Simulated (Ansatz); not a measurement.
The cluster SiTe₂⁻. Total charge -1; doublet. Geometry r2SCAN-D4/def2-TZVPD.

```tsv
atom	x (Å)	y (Å)	z (Å)
Si1	0.587	-0.220	0.100
Te2	0.531	2.046	-0.627
Te3	-1.118	-1.826	0.527
```

In the def2 sets Te takes a core potential; there is no spin–orbit coupling. LC-ωPBE has ω = 0.4 bohr⁻¹. The structure comes from a short search, and lower isomers may exist.

(1) Estimate the α-spin orbital energies around the gap (eV) in Ansatz with PBE-D4/def2-SVPD, PBE0-D4/def2-SVPD, BHLYP-D4/def2-TZVPD, CAM-B3LYP-D4/def2-TZVPD, LC-ωPBE/def2-TZVPD.

## Answers

(1) 
| orbital | PBE-D4/def2-SVPD | PBE0-D4/def2-SVPD | BHLYP-D4/def2-TZVPD | CAM-B3LYP-D4/def2-TZVPD | LC-ωPBE/def2-TZVPD |
| --- | --- | --- | --- | --- | --- |
| HOMO−5 | -3.28 | -4.37 | -5.15 | -5.41 | -6.73 |
| HOMO−4 | -2.19 | -3.32 | -4.20 | -4.53 | -6.01 |
| HOMO−3 | -2.12 | -3.10 | -3.83 | -4.22 | -5.53 |
| HOMO−2 | -1.17 | -2.01 | -2.69 | -3.03 | -4.22 |
| HOMO−1 | -1.00 | -1.92 | -2.68 | -3.01 | -4.18 |
| HOMO | -0.28 | -1.21 | -1.95 | -2.25 | -3.50 |
| LUMO | 1.28 | 1.85 | 2.64 | 2.82 | 3.50 |
| LUMO+1 | 2.49 | 3.03 | 3.03 | 3.11 | 3.54 |
| LUMO+2 | 2.81 | 3.22 | 3.10 | 3.18 | 3.59 |
| LUMO+3 | 3.32 | 3.74 | 3.64 | 3.74 | 4.26 |
| LUMO+4 | 3.56 | 4.07 | 3.69 | 3.78 | 4.26 |
| LUMO+5 | 3.65 | 4.12 | 3.82 | 3.91 | 4.34 |
| β HOMO | -0.85 | -1.69 | -2.39 | -2.74 | -3.92 |
| β LUMO | 0.43 | 1.08 | 1.80 | 1.93 | 2.98 |
